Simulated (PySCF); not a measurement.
C₉H₁₃N, SMILES c1(cccc(N)c1)C(C)C (GFN2-xTB optimised geometry):

```
23

C     -1.528    -2.282     1.259
C     -1.834    -1.464     0.003
C     -1.540    -2.278    -1.259
C     -1.060    -0.168     0.000
C     -1.730     1.049     0.002
C     -1.022     2.238     0.003
C      0.358     2.233     0.004
C      1.050     1.022     0.000
N      2.431     1.001    -0.075
C      0.326    -0.168     0.000
H     -0.483    -2.583     1.280
H     -1.734    -1.695     2.151
H     -2.143    -3.180     1.284
H     -2.902    -1.221     0.009
H     -1.760    -1.689    -2.147
H     -0.495    -2.573    -1.294
H     -2.152    -3.178    -1.279
H     -2.810     1.067     0.004
H     -1.552     3.180     0.007
H      0.911     3.162     0.006
H      2.902     1.839     0.226
H      2.878     0.148     0.219
H      0.871    -1.102    -0.002
```

Computed with CAM-B3LYP/def2-SVP (PySCF).

**Question.** What are the frontier orbital energies and the dipole moment?

**Answer.** HOMO-2 -9.97 eV, HOMO-1 -8.00 eV, HOMO -6.85 eV, LUMO 1.38 eV, LUMO+1 1.90 eV; dipole moment 1.62 D.

Meta-Löwdin charges at CAM-B3LYP/def2-SVP: C1 -0.28, C2 -0.04, C3 -0.28, C4 0.03, C5 -0.16, C6 -0.09, C7 -0.17, C8 0.14, N9 -0.41, C10 -0.18, H11 0.09, H12 0.10, H13 0.09, H14 0.08, H15 0.10, H16 0.09, H17 0.09, H18 0.09, H19 0.10, H20 0.09, H21 0.21, H22 0.21, H23 0.09.
